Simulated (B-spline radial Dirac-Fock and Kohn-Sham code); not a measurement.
# Magnetic form factor of the 4f shell of Pm³⁺

System: Pm³⁺, [Xe] 4f3 6p1 (an excited configuration).

Level of theory: configuration-average Dirac-Fock orbitals; an atomic code on a B-spline grid. ⟨j_K⟩ is the integral of the 4f radial density with the spherical Bessel function j_K(4πsr), s = sin θ/λ.

| s (Å⁻¹) | ⟨j0⟩ | ⟨j2⟩ | ⟨j4⟩ | ⟨j6⟩ |
| --- | --- | --- | --- | --- |
| 0 | 1.0000 | 0.0000 | 0.0000 | 0.0000 |
| 0.05 | 0.9836 | 0.0065 | 0.0000 | 0.0000 |
| 0.1 | 0.9364 | 0.0250 | 0.0003 | 0.0000 |
| 0.15 | 0.8640 | 0.0522 | 0.0016 | 0.0000 |
| 0.2 | 0.7742 | 0.0840 | 0.0044 | 0.0002 |
| 0.25 | 0.6753 | 0.1162 | 0.0093 | 0.0006 |
| 0.3 | 0.5746 | 0.1454 | 0.0164 | 0.0015 |
| 0.35 | 0.4778 | 0.1694 | 0.0252 | 0.0030 |
| 0.4 | 0.3887 | 0.1869 | 0.0353 | 0.0052 |
| 0.45 | 0.3096 | 0.1979 | 0.0459 | 0.0082 |
| 0.5 | 0.2412 | 0.2028 | 0.0564 | 0.0119 |
| 0.6 | 0.1356 | 0.1980 | 0.0749 | 0.0208 |
| 0.7 | 0.0656 | 0.1801 | 0.0883 | 0.0304 |
| 0.8 | 0.0223 | 0.1559 | 0.0958 | 0.0396 |
| 0.9 | -0.0026 | 0.1302 | 0.0980 | 0.0473 |
| 1 | -0.0155 | 0.1057 | 0.0960 | 0.0531 |
| 1.1 | -0.0208 | 0.0840 | 0.0911 | 0.0570 |
| 1.2 | -0.0218 | 0.0655 | 0.0843 | 0.0590 |
| 1.4 | -0.0180 | 0.0381 | 0.0684 | 0.0584 |
| 1.6 | -0.0124 | 0.0209 | 0.0529 | 0.0537 |

Radial moments of the shell: ⟨r²⟩ = 0.9008, ⟨r⁴⟩ = 1.763, ⟨r⁶⟩ = 6.495 in powers of bohr.

Values without a named source are computed, but for edge energies of neutral atoms, which are taken from tables.
